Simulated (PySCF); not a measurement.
Vertical excitations of a molecule C4H6F2 from TDDFT-PBE/def2-SVPD run with PySCF 2.14.0, as energy in eV (oscillator strength): 6.70 (0.089), 6.85 (0.053), 7.00 (0.249), 7.36 (0.029), 7.57 (0.031), 7.68 (0.003), 8.06 (0.006), 8.10 (0.011), 8.13 (0.019), 8.35 (0.002). Lowest triplet (TDA): 4.39 eV. Geometry: B3LYP-D3(BJ)/def2-SVP. One conformer was computed; it need not be the lowest.

Problem. Which molecule gave these data?
A) FC1(F)CCC1
B) F[C@H]1C[C@@H](F)C1
C) C/C=C/C(F)F
D) C[C@@]1(F)C[C@@H]1F

Solution. C, C/C=C/C(F)F
